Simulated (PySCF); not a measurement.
A PySCF script (with the pyscf-properties extension) for the NMR shieldings of SMILES C#CC1=C[C@@H](C)[Si@H](O)C1, C₇H₁₀OSi, on a PBE0-D3(BJ)/def2-SVP geometry:

```python
import basis_set_exchange as bse
import numpy as np
from pyscf import gto, dft
from pyscf.prop import nmr

atoms = """
C     2.639421    2.469322    1.102380
C     1.821727    1.669795    0.693512
C     0.860524    0.758163    0.164495
C     0.463736   -0.353641    0.827185
C    -0.582300   -1.246460    0.218172
C    -1.917076   -1.180033    0.972651
Si   -0.663885   -0.584465   -1.564358
O     0.115336   -1.538818   -2.690619
C     0.242489    1.035240   -1.192386
H     3.362395    3.170783    1.475200
H     0.878230   -0.583441    1.815374
H    -0.230203   -2.294439    0.225393
H    -2.652725   -1.876189    0.541303
H    -1.792169   -1.440491    2.036364
H    -2.351246   -0.168106    0.934113
H    -2.047598   -0.440300   -2.092604
H     1.063029   -1.655643   -2.578477
H    -0.437882    1.903369   -1.141162
H     1.007967    1.293078   -1.942688
"""
names = dict.fromkeys(["C", "Si", "O", "H"], "pcSseg-1")
basis = {el: gto.basis.parse(bse.get_basis(n, elements=[el], fmt="nwchem")) for el, n in names.items()}
mol = gto.M(atom=atoms, basis=basis, charge=0, verbose=0)
mf = dft.RKS(mol, xc="PBE0")
mf.grids.level = 2
mf.grids.alignment = dft.numint.BLKSIZE   # the property module wants whole blocks of grid points
mf.conv_tol = 1e-9
mf.kernel()

calc = nmr.RKS(mf)   # GIAO
C = mf.mo_coeff
Co = C[:, mf.mo_occ > 0]
resp = mf.gen_response(singlet=True, hermi=2)
def vind(x):   # induced exchange potential for any number of trial vectors
    d = np.einsum("pi,xij,qj->xpq", C, 2 * x.reshape(-1, C.shape[1], Co.shape[1]), Co, optimize=True)
    return np.einsum("xpq,pi,qj->xij", resp(d - d.transpose(0, 2, 1)), C, Co, optimize=True).ravel()
mo1, _ = nmr.rhf.solve_mo1(calc, with_cphf=vind)
sigma = calc.kernel(mo1)
for i, s in enumerate(sigma):   # ppm
    print("%2d %-2s %9.2f" % (i, mol.atom_pure_symbol(i), np.trace(s) / 3))
```

Question: What are the results?

Answer: 
```
 0 C      97.12
 1 C      98.05
 2 C      53.78
 3 C      26.67
 4 C     154.45
 5 C     167.86
 6 Si    325.09
 7 O     299.78
 8 C     160.17
 9 H      28.17
10 H      24.75
11 H      29.63
12 H      30.01
13 H      30.03
14 H      30.70
15 H      26.35
16 H      30.42
17 H      29.55
18 H      29.97
```

These numbers come from an equivalent density-fitted implementation of the same equations, which agrees with the script to about 0.01 ppm for H and up to a few tenths of a ppm for heavy atoms, so last digits may differ.

Question: Turn these shieldings into chemical shifts. Referencing at the same level of theory: ¹³C (σ = 184.41 ppm), ²⁹Si (σ = 351.99 ppm), ¹H (σ = 31.27 ppm) vs TMS; H2O for ¹⁷O (σ = 334.56 ppm).

Answer: Averaging equivalent atoms: C 3: 157.7; C 2: 130.6; C 0: 87.3; C 1: 86.4; C 4: 30.0; C 8: 24.2; C 5: 16.6; Si 6: 26.9; O 7: 34.8; H 10: 6.52; H 15: 4.91; H 9: 3.10; H 17: 1.71; H 11: 1.64; H 18: 1.30; H 12/13/14: 1.02; H 16: 0.85 ppm. Experimental scales use liquid or dissolved standards, which lie at an offset from isolated H2O (liquid H2O: subtract about 36 ppm).

Size and cost of the density-fitted run: 210 basis functions, 100 s wall time on 1 thread of an Intel Xeon, shared host; peak memory 1 GiB.
